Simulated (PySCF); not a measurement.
Ga(Cl)2(NH2) (Cl2GaH2N), SMILES [NH2][Ga]([Cl])[Cl]. Heavy atoms are numbered as in [Ga:1]([Cl:2])([Cl:3])[NH2:4]. Hydrogens are named by the atom that carries them.

Geometry optimised at PBE0-D3(BJ)/def2-SVP. The structure was generated by enumeration; whether it is a known compound was not checked. Other conformers were not sampled.

Method: HF/pcSseg-1 in PySCF.

GIAO shieldings, no solvent; atoms alike by connectivity are averaged. δ = σ(ref) − σ: ³⁵Cl against HCl (σ = 958.2 ppm); ¹⁵N against NH3 (σ = 267.3 ppm); ¹H against TMS (σ = 31.99 ppm), references at their B3LYP-D3(BJ)/def2-TZVP geometries, non-relativistic (without spin–orbit terms, shifts of atoms bonded to Cl or Br come out too high).

Task: Estimate the chemical shifts. (Estimate from the structure and the level; the computed values follow.)

Result: 
```tsv
nucleus	atoms	count	δ (ppm)
³⁵Cl	Cl2	2	-68.8
¹⁵N	N4 (NH2)	1	19.9
¹H	H on N4	2	1.71
```
